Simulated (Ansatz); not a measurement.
Two isomers of C3H5B: A = `BC1=CC1`, B = `CB1C=C1`.

Program: Ansatz. Geometries: PBE0-D4/def2-TZVP. ΔE: electronic, gas phase. CBS: MP2 limit from def2 TZ/QZ plus the TZ coupled-cluster correction, frozen cores. Functionals use def2-TZVPP. B3LYP here is the variant with VWN-RPA as its local correlation; programs differ in this.

(1) Which is lower in electronic energy at CCSD(T)/CBS, and by how much? (Estimate.)

(2) Give E(B) − E(A) in kJ/mol with PBE-D4, HF/def2-TZVPP, MP2/def2-TZVPP, B3LYP-D4, LDA (SPW92), CCSD(T)/def2-SVP, PBE0-D4. (Best estimate.)

(3) Does the order hold for the free energy at 298.15 K (harmonic terms from PBE0-D4)? (Estimate.)

Largest T1 diagnostic: 0.011.

Results:

(1) Ansatz gave: B, by 151.5 kJ/mol.

(2) The calculation gave: PBE-D4 -142.4, HF/def2-TZVPP -195.6, MP2/def2-TZVPP -146.0, B3LYP-D4 -159.8, LDA (SPW92) -138.2, CCSD(T)/def2-SVP -156.3, PBE0-D4 -155.1. None reverses the order clearly.

(3) The calculation gave: Yes: G(B) − G(A) = -151.1 kJ/mol. Modes under 60 cm⁻¹, often nearly free rotors, make the harmonic entropy too high.

In def2-TZVPP, CCSD(T) changes the Hartree–Fock value by +45.4 kJ/mol (the triples alone add +8.7 kJ/mol) and MP2 by +49.6 kJ/mol. Leaving LDA and LC-ωPBE aside and taking each functional with its dispersion term where it has one, the values, not all of them listed here, spread over 36.1 kJ/mol, from BHLYP-D4 to revPBE-D4. LDA lies +5.6 kJ/mol from PBE without D4.
